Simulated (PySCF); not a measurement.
Ligands exchanged one at a time, Ga F-SH. All species are isolated molecules in the gas phase. One relaxed conformer stands for each flexible species; it need not be the lowest. Strings in code marks are SMILES.

The numbers are results of CAM-B3LYP-D3(BJ)/def2-TZVP (PySCF 2.14.0), not measurements. All candidates: neutral, multiplicity 1. Excitations are Tamm–Dancoff values on a coarser integration grid. The basis has no diffuse functions, so Rydberg states are missing or too high.

- HOMO–LUMO gap: 11.95 eV
- T1 excitation (TDA): 7.30 eV
- LUMO: -1.44 eV

**Question.** Say which member has these values.
A. `[F][Ga]([F])[F]`
B. `[F][Ga]([F])[SH]` (F–Ga–S–H torsion 0°)
C. `[F][Ga]([SH])[SH]` (S–Ga–S–H torsion -180°, S–Ga–S–H torsion -180°)

**Answer.** A, `[F][Ga]([F])[F]`. The others give `[F][Ga]([SH])[SH]` (S–Ga–S–H torsion -180°, S–Ga–S–H torsion -180°): 9.03 eV, 5.11 eV, -0.22 eV; `[F][Ga]([F])[SH]` (F–Ga–S–H torsion 0°): 9.25 eV, 5.09 eV, -0.71 eV
